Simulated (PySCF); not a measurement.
A structure optimised at PBE-D3(BJ)/def2-SVP, used in a PySCF frequency run:

```xyz
7

Si    -0.0130     0.5397     0.0000
Cl    -0.9305    -0.2237     1.6898
Cl    -0.9305    -0.2237    -1.6898
C      1.7407     0.0405     0.0000
C      2.9273    -0.2766     0.0000
H     -0.1597     2.0235     0.0000
H      3.9728    -0.5590     0.0000
```
Charge 0, spin multiplicity 1.

Question: Write its SMILES, formula and point group.

Answer: C#C[SiH](Cl)Cl, C₂H₂Cl₂Si, Cs

Question: What are its rotational constants (standard atomic weights)?

Answer: 2.3025, 2.1654, 1.2067 GHz
